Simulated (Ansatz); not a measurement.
Basis-set extrapolation for CH$_{3}$AlF$_{2}$Si, SMILES `F[CH]1[SiH2][Al]1[F]` (PBE0-D4/def2-TZVP geometry, frozen core, Ansatz). Multiplicity 1, RHF reference.

```
                      def2-TZVPP   def2-QZVPP
                 HF  -769.456709  -769.483494
    MP2 correlation    -0.856198    -0.930475
CCSD(T) correlation    -0.917197      not run
```

Energies in hartree. Use E(X) = E(∞) + A·exp(−7.88·√X) for Hartree–Fock and E(X) = E(∞) + B·X^(−2.97) for correlation, with X = 3 and 4, and add CCSD(T) minus MP2 of the smaller set to the MP2 limit.

Question: What is the CCSD(T) energy at the basis-set limit?

Answer: HF limit: -769.483494 + (-0.026785) × 0.13774 = -769.48718. MP2 limit: -0.930475 + (-0.074277) × 0.74074 = -0.98549. Higher-order term: -0.917197 − (-0.856198) = -0.06100. Total: -770.53367 hartree, 419.5 kJ/mol below CCSD(T)/def2-TZVPP.
